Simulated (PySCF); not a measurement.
Breaking a bond: MgF, doublet.

Levels of theory: ROHF/cc-pVDZ (PySCF); UMP2 = MP2 on UHF/cc-pVDZ, 2 core orbitals frozen (PySCF); UCCSD(T) = CCSD(T) on UHF/cc-pVDZ, 2 core orbitals frozen (PySCF); UKS-B3LYP/6-31G* = unrestricted B3LYP/6-31G*, spherical d (PySCF); UKS-BHandHLYP = PySCF with unrestricted BHandHLYP/cc-pVDZ.

Energies are in kcal/mol, each relative to the lowest point of its own curve near equilibrium.

```json
[
 {"R / Å": "1.43", "ROHF": "50.0", "UMP2": "53.4", "UCCSD(T)": "53.1", "UKS-B3LYP/6-31G*": "47.1", "UKS-BHandHLYP": "48.5"},
 {"R / Å": "1.50", "ROHF": "26.6", "UMP2": "29.3", "UCCSD(T)": "29.1", "UKS-B3LYP/6-31G*": "24.7", "UKS-BHandHLYP": "25.7"},
 {"R / Å": "1.57", "ROHF": "12.2", "UMP2": "14.2", "UCCSD(T)": "14.0", "UKS-B3LYP/6-31G*": "11.1", "UKS-BHandHLYP": "11.8"},
 {"R / Å": "1.65", "ROHF": "3.4", "UMP2": "4.5", "UCCSD(T)": "4.5", "UKS-B3LYP/6-31G*": "2.9", "UKS-BHandHLYP": "3.2"},
 {"R / Å": "1.72", "ROHF": "0.3", "UMP2": "0.7", "UCCSD(T)": "0.7", "UKS-B3LYP/6-31G*": "0.2", "UKS-BHandHLYP": "0.3"},
 {"R / Å": "1.76", "ROHF": "0.0", "UMP2": "0.0", "UCCSD(T)": "0.0", "UKS-B3LYP/6-31G*": "0.0", "UKS-BHandHLYP": "0.0"},
 {"R / Å": "1.80", "ROHF": "0.5", "UMP2": "0.1", "UCCSD(T)": "0.1", "UKS-B3LYP/6-31G*": "0.5", "UKS-BHandHLYP": "0.5"},
 {"R / Å": "1.86", "ROHF": "2.4", "UMP2": "1.5", "UCCSD(T)": "1.5", "UKS-B3LYP/6-31G*": "2.4", "UKS-BHandHLYP": "2.4"},
 {"R / Å": "1.94", "ROHF": "6.5", "UMP2": "5.0", "UCCSD(T)": "5.0", "UKS-B3LYP/6-31G*": "6.5", "UKS-BHandHLYP": "6.5"},
 {"R / Å": "2.05", "ROHF": "14.2", "UMP2": "12.1", "UCCSD(T)": "12.0", "UKS-B3LYP/6-31G*": "13.8", "UKS-BHandHLYP": "14.0"},
 {"R / Å": "2.21", "ROHF": "27.4", "UMP2": "24.7", "UCCSD(T)": "24.4", "UKS-B3LYP/6-31G*": "26.2", "UKS-BHandHLYP": "26.8"},
 {"R / Å": "2.39", "ROHF": "43.0", "UMP2": "40.1", "UCCSD(T)": "39.4", "UKS-B3LYP/6-31G*": "40.3", "UKS-BHandHLYP": "41.7"},
 {"R / Å": "2.67", "ROHF": "66.0", "UMP2": "63.0", "UCCSD(T)": "61.3", "UKS-B3LYP/6-31G*": "59.0", "UKS-BHandHLYP": "61.6"}
]
```

At the longest distance, 2.67 Å, ROHF lies highest above its minimum (66.0 kcal/mol) and UKS-B3LYP/6-31G* lowest (59.0 kcal/mol).

The scan ran from 1.43 to 7.12 Å; beyond the distances shown one of the unrestricted levels run for this scan, shown here or not, changes its spin distribution in one step.
